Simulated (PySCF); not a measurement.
Optical rotation: `CN[C@H](C)[C@@H](C)[SiH3]`, C₅H₁₅NSi

Geometry:
```
atom   x (Å)   y (Å)   z (Å)
  C1  -1.998  -1.385   0.760
  N2  -0.888  -0.997  -0.084
  C3  -0.413   0.374   0.072
  C4  -1.308   1.412  -0.605
  C5   1.021   0.360  -0.454
  C6   1.874   1.467   0.148
 Si7   1.658  -1.399  -0.058
  H8  -2.225  -2.436   0.583
  H9  -1.704  -1.267   1.803
 H10  -2.911  -0.798   0.589
 H11  -1.124  -1.157  -1.059
 H12  -0.383   0.575   1.149
 H13  -1.374   1.213  -1.675
 H14  -0.900   2.410  -0.466
 H15  -2.312   1.397  -0.186
 H16   0.997   0.503  -1.539
 H17   1.458   2.452  -0.067
 H18   1.941   1.355   1.229
 H19   2.882   1.432  -0.258
 H20   1.239  -2.386  -1.050
 H21   1.329  -1.781   1.311
 H22   3.130  -1.325  -0.142
```

Level of theory: TDDFT CAM-B3LYP/def2-SVPD circular dichroism and optical rotation, one conformer, gas phase in PySCF. Geometry: GFN2-xTB.

The molecule is flexible and this is one conformer; a measurement averages over conformers.

Stereocentres: C3 R, C5 R.

Give the optical rotatory dispersion at 633, 589.3, 546, 436, 405, 365, 355 nm.

[α] in deg dm⁻¹ (g/mL)⁻¹:
```tsv
λ (nm)	origin-invariant length gauge	modified velocity gauge	length gauge (centre of mass)	isotropic polarisability (au)
633	-27.8	-21.1	-27.9	99.3
589.3	-32.6	-24.9	-32.7	99.6
546	-38.8	-29.6	-38.9	100.0
436	-66.4	-51.4	-66.6	101.8
405	-80.3	-62.6	-80.6	102.6
365	-106.8	-84.2	-107.2	104.1
355	-115.8	-91.7	-116.3	104.5
```

And for the mirror image at 589.3 nm?

+32.6 deg dm⁻¹ (g/mL)⁻¹ (origin-invariant length gauge): the same size and the opposite sign.

What is the molar rotation [Φ] = [α]·M/100 of the geometry above at 589.3 nm?

With M = 117.27 g/mol, -38.3 deg cm² dmol⁻¹ (origin-invariant length gauge).

The first excitation lies at 6.25 eV (198 nm) with R = -8.4 × 10⁻⁴⁰ esu² cm² (velocity form).
